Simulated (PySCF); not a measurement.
A series of derivatives of CN1CC[Si]1(C)N

Parent skeleton `[CH3:1][N:2]1[CH2:3][CH2:4][Si:5]1([CH3:6])[NH2:7]`; one hydrogen on atom 6 is replaced by X. Hydrogens on one atom are averaged.

- PBE0/pcSseg-1 with gauge-including orbitals
- geometry from GFN2-xTB
- program: PySCF 2.14
- isolated molecule, one conformer, relativity neglected, averaged over atoms made equivalent by symmetry, fast rotation or ring inversion

Chemical shifts δ = σref − σ; $^{13}$C (σ = 186.93 ppm) and $^{29}$Si (σ = 349.16 ppm) and $^{1}$H (σ = 31.72 ppm) vs TMS; NH3 for $^{15}$N (σ = 267.73 ppm), all at this level.

**Question.** Order these by the shift of Si5, most shielded first.
A. X = CHF2
B. X = CN
C. X = C2H5
D. X = N=CH2

**Answer.** B (-18.5 ppm), D (-16.9 ppm), A (-14.1 ppm), C (-5.6 ppm).

**Question.** Order these by the shift of C6, most shielded first.
A. X = CN
B. X = N=CH2
C. X = C2H5
D. X = SCH3
E. X = CH2CN
F. X = propynyl

**Answer.** A (3.4 ppm), F (7.6 ppm), E (14.6 ppm), C (22.6 ppm), D (26.5 ppm), B (58.9 ppm).

**Question.** Order these by the shift of N2, most shielded first.
A. X = CH2CN
B. X = CN
C. X = ethynyl
D. X = C2H5
E. X = SSiH3
F. X = N=CH2

**Answer.** D (61.5 ppm), E (65.0 ppm), A (67.1 ppm), F (69.1 ppm), C (71.2 ppm), B (73.4 ppm).

Experimental scales use liquid or dissolved standards, which lie at an offset from isolated NH3 (liquid NH3: subtract about 20 ppm).
